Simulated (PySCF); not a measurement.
Exercise with solution: entropy of an ideal gas

F2Hg, SMILES [F][Hg][F].

Coordinates come from a PBE-D3(BJ)/def2-TZVP optimisation. The def2 effective core potentials stand for the cores of Hg; spin–orbit coupling is left out.

PBE-D3(BJ)/def2-TZVP (PySCF) gives the harmonic wavenumbers 168, 168, 547, 623 cm⁻¹ and the rotational temperature 0.1695 K. The molar mass is 238.59 g/mol, the symmetry number 2, the spin multiplicity 1.

**Question.** Work out the entropy at 298.15 K and 1 atm in the rigid-rotor, harmonic-oscillator model.

**Answer.** 
Translation (Sackur–Tetrode at 1 atm): S = R[1.5 ln M + 2.5 ln T − 1.16487] = 177.0 J/(mol K).
Rotation: q = T/(σ θ) = 879, S = R[ln q + 1] = 64.7 J/(mol K).
Vibration: with u = 1.4388 ν/T, each mode gives R[u/(e^u − 1) − ln(1 − e^−u)]:
```
ν (cm⁻¹)  modes     u  S (J/(mol K))
--------  -----  ----  -------------
168           2  0.81          20.57
547           1  2.64           2.30
623           1  3.01           1.72
```
These are all the modes. Sum 24.6 J/(mol K).
Spin: R ln 1 = 0.0 J/(mol K).
Total 266.3 J/(mol K); the program's own thermochemistry gives 266.3. Translation makes up 66 % and vibration 9 %. Anharmonicity, hindered rotation and orbital degeneracy are left out.
